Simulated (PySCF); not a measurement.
**Spin states and ions at one geometry of [TlF2]+**

PySCF 2.14.0, RKS BP86, Tl def2-SVP with ECP60, F def2-SVP; non-relativistic Hamiltonian with scalar-relativistic core potentials where named; density fitting; no spin-orbit coupling; singlets restricted, open shells unrestricted. The geometry is relaxed for charge +1, singlet, vacuum:

```xyz
3

Tl    0.0000    0.0000    0.3962
F     1.9507    0.0000    0.3962
F    -1.9507    0.0000    0.3962
```

Energies count from the relaxed state; an electron taken off or put on is at rest in vacuum. Charges and spins are Mulliken's.

```json
{"state": "charge +1, singlet, vacuum", "energy (eV)": "0.00", "spin squared": "0.00", "charge on Tl1 (e)": "1.34", "spin on Tl1 (e)": "0.00", "dipole about the centre of mass (D)": "0.00"}
{"state": "charge +1, triplet, vacuum", "energy (eV)": "3.31", "spin squared": "2.00", "charge on Tl1 (e)": "1.07", "spin on Tl1 (e)": "0.57", "dipole about the centre of mass (D)": "0.00"}
{"state": "charge +2, doublet, vacuum", "energy (eV)": "20.28", "spin squared": "0.75", "charge on Tl1 (e)": "1.76", "spin on Tl1 (e)": "-0.02", "dipole about the centre of mass (D)": "0.00"}
```

Q: What does the state charge 0, doublet, vacuum give?

A: energy (eV) -8.90, spin squared 0.75, charge on Tl1 (e) 0.65, spin on Tl1 (e) 0.47, dipole about the centre of mass (D) 0.00.

With an electron taken off (doublet) the charges change, summed by element, by Tl +0.42 e, F +0.58 e. The vertical ionisation energy is 20.28 eV, against −ε(HOMO) = 16.08 eV of the relaxed state. The level lies 4.2 eV too high, as is usual for semilocal functionals and global hybrids, which keep a self-interaction error.

With an electron put on (doublet) the charges change, summed by element, by Tl -0.69 e, F -0.31 e. The vertical electron affinity is 8.90 eV, against −ε(LUMO) = 12.73 eV of the relaxed state.

Open shells may have lower solutions than those found. Hard to converge, so the more doubtful: charge +2, doublet, vacuum.
